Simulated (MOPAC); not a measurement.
MOPAC input (PM7):

```
PM7 PRECISE GNORM=0.05 LET XYZ GEO-OK AUX(PRECISION=9) THREADS=1
F2Se

Se    0.01926100 1   -0.01724600 1    0.40055900 1
F     0.64744200 1    1.14626600 1   -0.74154400 1
F    -0.72020600 1   -1.08111400 1   -0.77168000 1
```

From the output:

```
                                                       MOPAC v23.2.5 Linux

          FINAL HEAT OF FORMATION =       -101.99098 KCAL/MOL =    -426.73025 KJ/MOL

          COSMO AREA              =         81.77 SQUARE ANGSTROMS
          COSMO VOLUME            =         65.03 CUBIC ANGSTROMS

          GRADIENT NORM           =          0.00879          =       0.00507 PER ATOM
          IONIZATION POTENTIAL    =          8.343588 EV
          HOMO LUMO ENERGIES (EV) =         -8.344 -0.626
          NO. OF FILLED LEVELS    =         10
          MOLECULAR WEIGHT        =        116.9568         POINT GROUP:  C2v

          MOLECULAR DIMENSIONS (Angstroms)

            Atom       Atom       Distance
            F     3    F     2     2.51639
            F     2   Se     1     1.16338
            F     2   Se     1     0.00000

          SCF CALCULATIONS        =          9

   ATOM   CHEMICAL          X               Y               Z
  NUMBER   SYMBOL      (ANGSTROMS)     (ANGSTROMS)     (ANGSTROMS)

     1      Se          0.01934944  *  -0.01733014  *   0.40243902  *
     2       F          0.62183530  *   1.10479541  *  -0.74402614  *
     3       F         -0.69477960  *  -1.03947188  *  -0.77303058  *

                             CARTESIAN COORDINATES

   1   Se        0.019349442    -0.017330140     0.402439019
   2    F        0.621835298     1.104795411    -0.744026139
   3    F       -0.694779602    -1.039471877    -0.773030583

           Empirical Formula: Se F2  =     3 atoms

      MOLECULAR POINT GROUP   :   C2v

                  EIGENVALUES
 -38.72680 -38.59302 -22.92968 -15.50148 -15.25604 -15.14844 -14.91535 -13.58483
 -12.37523  -8.34359  -0.62558  -0.61964

              NET ATOMIC CHARGES AND DIPOLE CONTRIBUTIONS

  ATOM NO.   TYPE          CHARGE      No. of ELECS.   s-Pop       p-Pop
    1         Se           0.799226        5.2008     1.96349     3.23728
    2          F          -0.399613        7.3996     1.97102     5.42859
    3          F          -0.399613        7.3996     1.97102     5.42859
 DIPOLE           X         Y         Z       TOTAL
 POINT-CHG.     0.214    -0.192     4.457     4.466
 HYBRID        -0.042     0.038    -0.874     0.876
 SUM            0.172    -0.154     3.583     3.590

          ATOMIC ORBITAL ELECTRON POPULATIONS

     Atom    s        px        py        pz
    1 Se   1.96349   1.60387   0.95496   0.67845
    2  F   1.97102   1.92474   1.74942   1.75443
    3  F   1.97102   1.89942   1.78634   1.74283

 **********************
 *                    *
 * JOB ENDED NORMALLY *
 *                    *
 **********************

 == MOPAC DONE ==
```

The geometry given is a B3LYP-D3(BJ)/def2-TZVP minimum.
